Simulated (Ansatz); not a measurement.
```yaml
crystal:
  periodic: [false, false, false]
  atoms:
    - {symbol: C, position_ang: [-0.699189, 2.311027, 0.060730]}
    - {symbol: O, position_ang: [-1.094197, 1.142278, -0.511422]}
    - {symbol: Ge, position_ang: [0.174861, -0.139381, -0.388093]}
    - {symbol: C, position_ang: [-0.227368, -1.443518, -1.754375]}
    - {symbol: Si, position_ang: [0.756357, -0.969137, 1.627401]}
    - {symbol: H, position_ang: [0.062035, 2.651069, -0.219083]}
    - {symbol: H, position_ang: [-1.682514, 2.721200, -0.009187]}
    - {symbol: H, position_ang: [-0.452058, 2.191006, 1.365237]}
    - {symbol: H, position_ang: [1.687307, 0.612898, -1.006184]}
    - {symbol: H, position_ang: [0.402633, -2.405391, -1.835000]}
    - {symbol: H, position_ang: [-1.310712, -1.925799, -1.129246]}
    - {symbol: H, position_ang: [-0.638333, -1.182746, -2.507904]}
    - {symbol: H, position_ang: [1.266059, 0.213252, 2.605468]}
    - {symbol: H, position_ang: [1.838652, -1.895935, 1.739503]}
    - {symbol: H, position_ang: [-0.266843, -1.637594, 2.184258]}
basis:
  gaussian: {orbitals: def2-SVPD}
hamiltonian: {xc: {name: HF}}
correlation: {active_space: {window: {electrons: 6, orbitals: 2}}}
output: {forces: true}
```

```sh
$ ansatz run in.yaml --threads 2 --pin off --events-out ev --progress --plain --max-ram 32768MiB --backend cpu
```

Shortened log:

```
Functional definition: HF
2012 factors; integrals over basis functions are off by at most 1.0e-3 eV
mean field evaluation 1: about -68570.0992 eV, gradient 3.9e1 eV
mean field evaluation 2: about -68570.2276 eV, gradient 3.9e1 eV
mean field evaluation 4: about -68574.3061 eV, gradient 5.1e0 eV
mean field evaluation 8: about -68574.4002 eV, gradient 3.2e-1 eV
mean field -68574.40083096 eV, -2520.0627491394 hartree, gradient 4.2e-6 eV, S^2 0.000000; 0 other end points of the search recorded, 0 dependent functions left out
reference -68574.40083096 eV, -2520.0627491394 hartree; 38, 38 occupied and 167, 167 virtual orbitals, 2012 factors
Error: 6 electrons in 2 orbitals form no window around the highest filled level of the reference
```

Question: Something in this input is off. What?

Answer: The active space doesn't fit the electrons. The run stopped with an error.
